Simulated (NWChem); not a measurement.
System: C3HF2NS; SMILES Fc1csc(F)n1

NWChem input:

```
start job
memory heap 200 mb stack 900 mb global 1100 mb
geometry units angstroms noautosym nocenter noautoz
  F      0.549203     2.503570     0.000000
  C      0.166992     1.230732     0.000000
  C     -1.148708     0.822663     0.000000
  S     -1.191340    -0.920439     0.000000
  C      0.561219    -0.894903     0.000000
  F      1.222957    -2.039193     0.000000
  N      1.133106     0.267927     0.000000
  H     -2.058347     1.432138     0.000000
end
basis spherical
  * library 6-31g*
end
dft
  xc hfexch
  iterations 150
  mulliken
end
task dft energy
esp
  recalculate
  probe 0.07
  range 0.3
  factor 1.0
  spacing 0.02
end
task esp
```

Excerpt of the output:

```
             Northwest Computational Chemistry Package (NWChem) 7.3.0
             --------------------------------------------------------

                             Geometry "geometry" -> ""
                             -------------------------

 Output coordinates in angstroms (scale by  1.889725989 to convert to a.u.)

  No.       Tag          Charge          X              Y              Z
 ---- ---------------- ---------- -------------- -------------- --------------
    1 F                    9.0000     0.54920300     2.50357000     0.00000000
    2 C                    6.0000     0.16699200     1.23073200     0.00000000
    3 C                    6.0000    -1.14870800     0.82266300     0.00000000
    4 S                   16.0000    -1.19134000    -0.92043900     0.00000000
    5 C                    6.0000     0.56121900    -0.89490300     0.00000000
    6 F                    9.0000     1.22295700    -2.03919300     0.00000000
    7 N                    7.0000     1.13310600     0.26792700     0.00000000
    8 H                    1.0000    -2.05834700     1.43213800     0.00000000

 Effective nuclear repulsion energy (a.u.)     352.7519976094

  xc_inp: hfexch multiplicative factor not found.

                                 NWChem DFT Module
                                 -----------------

 Summary of "ao basis" -> "ao basis" (spherical)
 ------------------------------------------------------------------------------
       Tag                 Description            Shells   Functions and Types
 ---------------- ------------------------------  ------  ---------------------
 F                           6-31g*                  6       14   3s2p1d
 C                           6-31g*                  6       14   3s2p1d
 S                           6-31g*                  8       18   4s3p1d
 N                           6-31g*                  6       14   3s2p1d
 H                           6-31g*                  2        2   2s

            General Information
            -------------------
          SCF calculation type: DFT
          Wavefunction type:  closed shell.
          No. of atoms     :     8
          No. of electrons :    60
           Alpha electrons :    30
            Beta electrons :    30
          Charge           :     0
          Spin multiplicity:     1
          Use of symmetry is: off; symmetry adaption is: off
          Maximum number of iterations: 150
          AO basis - number of functions:   104
                     number of shells:    46
          Convergence on energy requested:  1.00D-06
          Convergence on density requested:  1.00D-05
          Convergence on gradient requested:  5.00D-04

              XC Information
              --------------
                     Hartree-Fock (Exact) Exchange  1.000

      Superposition of Atomic Density Guess
      -------------------------------------

 Sum of atomic energies:        -763.97307823

      Non-variational initial energy
      ------------------------------

 Total energy =    -767.174962
 1-e energy   =   -1756.656689
 2-e energy   =     636.729729
 HOMO         =      -0.198463
 LUMO         =       0.053790

     ---------------------------------------------
      Total Density - Mulliken Population Analysis
     ---------------------------------------------

    Atom       Charge   Shell Charges
 -----------   ------   -------------------------------------------------------
    1 F    9     9.45   2.00  0.94  3.38  1.02  2.10  0.01
    2 C    6     5.11   2.00  0.67  1.55  0.34  0.46  0.09
    3 C    6     6.61   2.00  0.72  1.94  0.64  1.28  0.03
    4 S   16    15.82   2.00  2.00  5.98  1.32  2.90  0.47  1.09  0.06
    5 C    6     5.06   2.00  0.64  1.39  0.42  0.52  0.09
    6 F    9     9.42   2.00  0.94  3.37  1.01  2.09  0.01
    7 N    7     7.78   2.00  0.84  2.52  0.88  1.50  0.03
    8 H    1     0.75   0.45  0.30

   convergence    iter        energy       DeltaE   RMS-Dens  Diis-err
 ---------------- ----- ----------------- --------- --------- ---------
 d= 0,ls=0.0,diis     1   -764.8354535596 -1.12D+03  7.97D-03  1.08D+00
 d= 0,ls=0.0,diis     2   -764.9354422030 -1.00D-01  3.35D-03  3.75D-01
 d= 0,ls=0.0,diis     3   -764.9735439456 -3.81D-02  1.18D-03  1.06D-02
 d= 0,ls=0.0,diis     4   -764.9757882774 -2.24D-03  4.05D-04  1.12D-03
 d= 0,ls=0.0,diis     5   -764.9760596544 -2.71D-04  1.73D-04  1.56D-04
  Resetting Diis
 d= 0,ls=0.0,diis     6   -764.9761126204 -5.30D-05  1.04D-04  3.15D-05
 d= 0,ls=0.0,diis     7   -764.9761261961 -1.36D-05  2.44D-05  3.71D-06
 d= 0,ls=0.0,diis     8   -764.9761275894 -1.39D-06  1.25D-05  1.51D-06
 d= 0,ls=0.0,diis     9   -764.9761280315 -4.42D-07  1.99D-05  4.69D-07
 d= 0,ls=0.0,diis    10   -764.9761283598 -3.28D-07  2.27D-06  1.91D-08

         Total DFT energy =     -764.976128359754
      One electron energy =    -1756.690520278356
           Coulomb energy =      706.678892794299
    Exchange-Corr. energy =      -67.716498485063
 Nuclear repulsion energy =      352.751997609365

 Numeric. integr. density =        0.000000000000

                       DFT Final Molecular Orbital Analysis
                       ------------------------------------

 Vector   28  Occ=2.000000D+00  E=-4.795163D-01
              MO Center=  5.1D-01, -1.0D-01,  8.9D-16, r^2= 2.9D+00
   Bfn.  Coefficient  Atom+Function         Bfn.  Coefficient  Atom+Function
  ----- ------------  ---------------      ----- ------------  ---------------
    91      0.465869  7 N  px                95      0.346056  7 N  px
    49      0.339065  4 S  px                94      0.200577  7 N  s
    50      0.163239  4 S  py                63     -0.158498  5 C  px
    34      0.134202  3 C  s                 64     -0.128719  5 C  py
    90      0.127645  7 N  s                 45     -0.126957  4 S  px

 Vector   29  Occ=2.000000D+00  E=-4.257508D-01
              MO Center= -3.8D-01, -3.2D-01, -5.1D-15, r^2= 2.8D+00
   Bfn.  Coefficient  Atom+Function         Bfn.  Coefficient  Atom+Function
  ----- ------------  ---------------      ----- ------------  ---------------
    51      0.525516  4 S  pz                93     -0.336576  7 N  pz
    55      0.293937  4 S  pz                97     -0.280428  7 N  pz
    47     -0.195290  4 S  pz                33      0.167197  3 C  pz
    37      0.137208  3 C  pz                65     -0.123708  5 C  pz
    69     -0.071925  5 C  pz                19     -0.065492  2 C  pz

 Vector   30  Occ=2.000000D+00  E=-3.521946D-01
              MO Center= -4.1D-01,  3.6D-01, -2.1D-16, r^2= 2.8D+00
   Bfn.  Coefficient  Atom+Function         Bfn.  Coefficient  Atom+Function
  ----- ------------  ---------------      ----- ------------  ---------------
    33      0.349756  3 C  pz                37      0.337123  3 C  pz
    19      0.312455  2 C  pz                51     -0.292489  4 S  pz
    65     -0.246862  5 C  pz                23      0.202844  2 C  pz
    55     -0.196119  4 S  pz                69     -0.182916  5 C  pz
     5     -0.158393  1 F  pz                 9     -0.144519  1 F  pz

 Vector   31  Occ=0.000000D+00  E= 1.026150D-01
              MO Center= -6.9D-02, -2.0D-01,  1.2D-15, r^2= 3.2D+00
   Bfn.  Coefficient  Atom+Function         Bfn.  Coefficient  Atom+Function
  ----- ------------  ---------------      ----- ------------  ---------------
    69      0.565759  5 C  pz                37      0.466460  3 C  pz
    65      0.423530  5 C  pz                55     -0.403871  4 S  pz
    97     -0.290167  7 N  pz                23     -0.273648  2 C  pz
    51     -0.269512  4 S  pz                33      0.258196  3 C  pz
    19     -0.221709  2 C  pz                93     -0.196257  7 N  pz

 Vector   32  Occ=0.000000D+00  E= 1.356797D-01
              MO Center= -1.2D+00, -8.9D-01, -3.3D-16, r^2= 3.0D+00
   Bfn.  Coefficient  Atom+Function         Bfn.  Coefficient  Atom+Function
  ----- ------------  ---------------      ----- ------------  ---------------
    66     -0.907922  5 C  s                 53      0.897388  4 S  px
    54     -0.837289  4 S  py                34      0.787997  3 C  s
    67      0.445332  5 C  px                36     -0.429436  3 C  py
    49      0.249864  4 S  px                50     -0.231501  4 S  py
    63      0.232645  5 C  px                32     -0.197076  3 C  py

 Vector   33  Occ=0.000000D+00  E= 2.138001D-01
              MO Center=  1.4D-01,  5.6D-01, -3.7D-15, r^2= 2.7D+00
   Bfn.  Coefficient  Atom+Function         Bfn.  Coefficient  Atom+Function
  ----- ------------  ---------------      ----- ------------  ---------------
    23      0.707852  2 C  pz                97     -0.609537  7 N  pz
    37     -0.516076  3 C  pz                19      0.426985  2 C  pz
    69      0.429047  5 C  pz                93     -0.343654  7 N  pz
    33     -0.209392  3 C  pz                65      0.201164  5 C  pz
     9     -0.183572  1 F  pz                 5     -0.138079  1 F  pz

     ---------------------------------------------
      Total Density - Mulliken Population Analysis
     ---------------------------------------------

    Atom       Charge   Shell Charges
 -----------   ------   -------------------------------------------------------
    1 F    9     9.40   2.00  0.93  3.29  1.06  2.11  0.02
    2 C    6     5.27   2.00  0.66  1.86  0.28  0.36  0.11
    3 C    6     6.56   2.00  0.65  1.98  0.64  1.25  0.04
    4 S   16    15.66   2.00  2.00  5.98  1.32  2.95  0.48  0.83  0.10
    5 C    6     5.48   2.00  0.67  1.81  0.37  0.52  0.11
    6 F    9     9.37   2.00  0.93  3.29  1.05  2.08  0.02
    7 N    7     7.52   2.00  0.78  2.38  0.92  1.39  0.05
    8 H    1     0.73   0.50  0.23

     -------------------------------------------
      Total Density - Lowdin Population Analysis
     -------------------------------------------

    Atom       Charge   Shell Charges
 -----------   ------   -------------------------------------------------------
    1 F    9     9.13   1.99  0.92  3.18  0.81  2.19  0.04
    2 C    6     5.82   1.99  0.50  1.68  0.35  1.06  0.25
    3 C    6     6.38   1.99  0.55  1.85  0.45  1.46  0.08
    4 S   16    15.66   2.00  1.99  5.90  1.01  2.71  0.57  1.37  0.11
    5 C    6     5.89   1.98  0.52  1.65  0.38  1.10  0.25
    6 F    9     9.11   1.99  0.93  3.17  0.80  2.18  0.04
    7 N    7     7.20   1.99  0.69  2.25  0.56  1.61  0.09
    8 H    1     0.82   0.47  0.35

     Multipole analysis of the density
     ---------------------------------

     L   x y z        total         alpha         beta         nuclear
     -   - - -        -----         -----         ----         -------
     0   0 0 0     -0.000000    -30.000000    -30.000000     60.000000

     1   1 0 0     -1.088310     -0.769422     -0.769422      0.450535
     1   0 1 0     -0.232418      0.156905      0.156905     -0.546229
     1   0 0 1     -0.000000     -0.000000     -0.000000      0.000000

     2   2 0 0    -33.457594   -127.579064   -127.579064    221.700534
     2   1 1 0     -1.666560      0.591563      0.591563     -2.849686
     2   1 0 1     -0.000000     -0.000000     -0.000000      0.000000
     2   0 2 0    -34.928771   -245.830985   -245.830985    456.733199
     2   0 1 1     -0.000000     -0.000000     -0.000000      0.000000
     2   0 0 2    -33.781904    -16.890952    -16.890952      0.000000

                     NWChem Electrostatic Potential Fit Module
                     -----------------------------------------

 Atom parameters

 Number of atoms is                                    8
 Number of basis functions is                        104

 Grid parameters

 Maximum number of grid points is                  33853
 Number of grid points is                          33852
 Grid range                                     0.300000 nm
 Grid spacing                                   0.020000 nm
 Probe radius                                   0.070000 nm
 Atom radius factor                             1.000000

 Atomic radii

    1    0.100000
    6    0.147000
    7    0.140000
    9    0.128000
   16    0.174000
 FASTESP  F
  using M.O. file = ./job.movecs

    Atom              Coordinates                           Charge

                                                  ESP

    1 F     0.054920    0.250357    0.000000   -0.231293
    2 C     0.016699    0.123073    0.000000    0.582478
    3 C    -0.114871    0.082266    0.000000   -0.472662
    4 S    -0.119134   -0.092044    0.000000    0.024197
    5 C     0.056122   -0.089490    0.000000    0.539664
    6 F     0.122296   -0.203919    0.000000   -0.188330
    7 N     0.113311    0.026793    0.000000   -0.520478
    8 H    -0.205835    0.143214    0.000000    0.266424
                                            ------------
                                               -0.000000

 Dipole moment                                  1.125550

 Quadrupole moment Qxx                          0.664986
                   Qyy                         -3.479216
                   Qzz                          2.814230

 RMS deviation kJ/mol                           0.099705

 RRMS %                                        38.482413
```

Level: Hartree-Fock/6-31G* (spherical d). The geometry was optimised at PBE-D3(BJ)/def2-SVP.
